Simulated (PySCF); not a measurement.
Ions at one geometry of Y(SH)3(H2O)

PySCF 2.14.0, RKS PBE0, Y def2-SVP with ECP28, S def2-SVP, H def2-SVP, O def2-SVP; non-relativistic Hamiltonian with scalar-relativistic core potentials where named; density fitting; no spin-orbit coupling; singlets restricted, open shells unrestricted. The geometry is relaxed for charge 0, singlet, vacuum:

```xyz
10

Y    -0.1299   -0.3045   -0.0145
S     0.6786    1.7731    1.3433
H     1.9504    1.7492    0.8841
S    -2.1071   -1.6031    0.9664
H    -2.2631   -0.6704    1.9365
S     1.4982   -1.6193   -1.4981
H     0.9016   -2.8050   -1.2361
O    -1.0983    1.4306   -1.2434
H    -0.8044    2.2115   -0.7373
H    -1.9309    1.6287   -1.6870
```

Energies count from the relaxed state; an electron taken off or put on is at rest in vacuum. Charges and spins are Mulliken's.

```tsv
state	energy (eV)	spin squared	charge on Y1 (e)	spin on Y1 (e)	dipole about the centre of mass (D)
charge 0, singlet, vacuum	0.00	0.00	0.67	0.00	4.70
charge -1, doublet, vacuum	0.00	0.75	-0.09	0.98	2.61
```

Problem. What does the state charge +1, doublet, vacuum give?

Solution. energy (eV) 8.83, spin squared 0.76, charge on Y1 (e) 0.85, spin on Y1 (e) -0.06, dipole about the centre of mass (D) 2.95.

With an electron taken off (doublet) the charges change, summed by element, by Y +0.18 e, S +0.63 e, H +0.19 e, O -0.00 e. The vertical ionisation energy is 8.83 eV, against −ε(HOMO) = 7.05 eV of the relaxed state. The level lies 1.8 eV too high, as is usual for semilocal functionals and global hybrids, which keep a self-interaction error.

With an electron put on (doublet) the charges change, summed by element, by Y -0.76 e, S -0.08 e, H -0.21 e, O +0.06 e. The vertical electron affinity is 0.00 eV, against −ε(LUMO) = 1.29 eV of the relaxed state. The basis has no diffuse functions, which an added electron needs. The added electron's level lies above zero.

Open shells may have lower solutions than those found.

No frequency check is given that shows the relaxed geometry to be a minimum.
